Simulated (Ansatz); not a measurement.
Basis-set series for F₃IZr (`[F][Zr]([F])([F])[I]`). Charge 0, multiplicity 1. Zr, I: def2 effective core potential. All single points use the PBE0-D4/def2-TZVP geometry.

| atom | x (Å) | y (Å) | z (Å) |
| --- | --- | --- | --- |
| F1 | 1.901 | 0.028 | -0.399 |
| Zr2 | 0.036 | -0.042 | -0.145 |
| F3 | -0.793 | 1.116 | -1.379 |
| F4 | -0.558 | -1.802 | -0.467 |
| I5 | -0.586 | 0.699 | 2.389 |

```json
{"functional": "PBE0-D4", "basis": "def2-SVP", "functions": "99", "energy (Eh)": "-644.09320", "HOMO (eV)": "-8.34", "LUMO (eV)": "-1.96"}
{"functional": "PBE0-D4", "basis": "def2-TZVPP", "functions": "199", "energy (Eh)": "-644.48517", "HOMO (eV)": "-8.36", "LUMO (eV)": "-1.97"}
{"functional": "ωB97M-V", "basis": "def2-SVP", "functions": "99", "energy (Eh)": "-644.19763", "HOMO (eV)": "-10.38", "LUMO (eV)": "0.21"}
{"functional": "ωB97M-V", "basis": "def2-TZVPP", "functions": "199", "energy (Eh)": "-644.59762", "HOMO (eV)": "-10.43", "LUMO (eV)": "0.16"}
```

**Question.** Give the rows for def2-QZVPP. (An estimate is asked.)

**Answer.** The calculation gave: 
```
functional       basis  functions  energy (Eh)  HOMO (eV)  LUMO (eV)
   PBE0-D4  def2-QZVPP        334   -644.50589      -8.36      -1.95
   ωB97M-V  def2-QZVPP        334   -644.61707     -10.43       0.17
```

Positive LUMOs are unbound and depend on the basis.

Program: Ansatz 0.2.0.
